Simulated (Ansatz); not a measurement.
`C=N[SiH2]S` + H₂Te → `S[SiH2][TeH]` + `C=N` at 500 K and 1 bar (ligand exchange at the Si–N bond).

Program: Ansatz. Geometries: PBE0-D4/def2-TZVP. ΔE: electronic, gas phase. CCSD(T)/CBS adds triple-zeta CCSD(T) − MP2 to the extrapolated MP2 energy (def2 sets, frozen cores). This one scheme is used for every species. def2 core potentials past Kr. For Te outer-core shells are correlated without core-valence functions, which leaves a few kJ/mol of doubt a bond. Each species was taken in one conformer, which may not be the lowest.

```json
{"species": "`C=N[SiH2]S`", "CCSD(T)/CBS energy (Eh)": "-782.63012", "H − E (kJ/mol)": "192.1", "S (J/(mol·K))": "385.0"}
{"species": "H₂Te", "CCSD(T)/CBS energy (Eh)": "-268.91024", "H − E (kJ/mol)": "48.9", "S (J/(mol·K))": "247.6"}
{"species": "`S[SiH2][TeH]`", "CCSD(T)/CBS energy (Eh)": "-957.02579", "H − E (kJ/mol)": "127.8", "S (J/(mol·K))": "395.6"}
{"species": "`C=N`", "CCSD(T)/CBS energy (Eh)": "-94.52360", "H − E (kJ/mol)": "124.2", "S (J/(mol·K))": "249.5"}
```

H − E and S are ideal-gas, rigid-rotor, harmonic terms from PBE0-D4/def2-TZVP, for one conformer and one mirror image of each species. 1 Eh = 2625.50 kJ/mol, R = 8.31446 J/(mol·K).

Problem. By hand: ΔE, ΔH, ΔS and ΔG.

Solution. ΔE = (-957.02579) + (-94.52360) − (-782.63012) − (-268.91024) = -0.00903 Eh = -23.7 kJ/mol. Δ(H − E) = 127.8 + 124.2 − 192.1 − 48.9 = 11.0, so ΔH = -12.7 kJ/mol. ΔS = 395.6 + 249.5 − 385.0 − 247.6 = 12.5 J/(mol·K). ΔG = -12.7 − 500 × (12.5)/1000 = -18.9 kJ/mol.

Problem. By hand: the equilibrium constant, and the temperature at which ΔG would vanish if ΔH and ΔS stayed fixed.

Solution. log₁₀ K = −ΔG/(RT ln 10) = 2.0. ΔH and −TΔS have one sign here, so there is no such temperature.

TΔS isn't small against ΔH here. A doubt of 5 kJ/mol in ΔE shifts log₁₀ K by 0.5 here. Other conformers and mirror images would add mixing entropy, several J/(mol·K) or more a flexible species. These are equilibria of isolated gas molecules and say nothing of rates. Largest T1 diagnostic: 0.013 (customary marks: 0.02 for closed shells, 0.045 for open ones).

ΔS is within the doubt of such terms, so its sign, and with it that verdict, could turn.
